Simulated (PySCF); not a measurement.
Li, charge -1, singlet; MN15/def2-SV(P) (PySCF).

Here is a job for PySCF.
```python
from pyscf import gto, scf, dft

mol = gto.Mole()
mol.atom = '''
    Li    0.000000    0.000000    0.000000
'''
mol.basis = 'def2-sv(p)'
mol.charge = -1
mol.spin = 0
mol.verbose = 3
mol.build()

mf = dft.RKS(mol)
mf.xc = 'mn15'
mf.kernel()
mf.analyze()
```

The log (banner, timings and long lists left out):

```
SCF not converged.
SCF energy = -7.4201385181336
**** MO energy ****
MO #1   energy= -1.86438976315116  occ= 2
MO #2   energy= 0.0739235942163885 occ= 2
MO #3   energy= 0.29393502627694   occ= 0
MO #4   energy= 0.293935026276941  occ= 0
MO #5   energy= 0.293935026322888  occ= 0
MO #6   energy= 0.399620579942922  occ= 0
MO #7   energy= 0.94597090143208   occ= 0
MO #8   energy= 0.945970901441871  occ= 0
MO #9   energy= 0.945970901441874  occ= 0
 ** Mulliken atomic charges  **
charge of    0Li =     -1.00000

WARN: System has nonzero charge -1; the dipole moment is origin-dependent.
Location of origin: [0. 0. 0.]

Dipole moment(X, Y, Z, Debye): -0.00000, -0.00000, -0.00000
```

Convergence was not reached.
